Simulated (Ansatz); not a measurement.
Mulliken charges of GaH₅O₃Si, SMILES `[OH][Ga]([OH])[O][SiH3]` from ωB97M-V/def2-TZVPP in Ansatz (PBE0-D4/def2-TZVP geometry).

```
atom   x (Å)   y (Å)   z (Å)  charge (e)
  O1  -1.803  -0.661  -1.166      -0.398
 Ga2  -0.610   0.601  -0.828       0.705
  O3  -0.651   2.153  -1.681      -0.398
  O4   0.638   0.298   0.384      -0.437
 Si5   1.091  -0.906   1.394       0.309
  H6  -2.442  -0.410  -1.837       0.173
  H7   0.048   2.751  -1.409       0.177
  H8   2.267  -0.439   2.172      -0.043
  H9  -0.006  -1.256   2.337      -0.044
 H10   1.468  -2.129   0.634      -0.045
```

Problem. By hand: the dipole of these point charges (1 e Å = 4.8032 D).

Solution. Σ q r = (0.028, 0.006, 0.020) e Å, of length 0.035 e Å = 0.17 D.

Problem. How does the dipole of the full density compare? (Estimate.)

Solution. Computed: (-0.015, 0.213, -0.126) e Å, 1.19 D; the point charges give 0.14 times that, at 101° from its direction.

Point charges leave out the atoms' own dipoles, such as those of lone pairs, and Mulliken's split depends on the basis, so the two needn't agree.
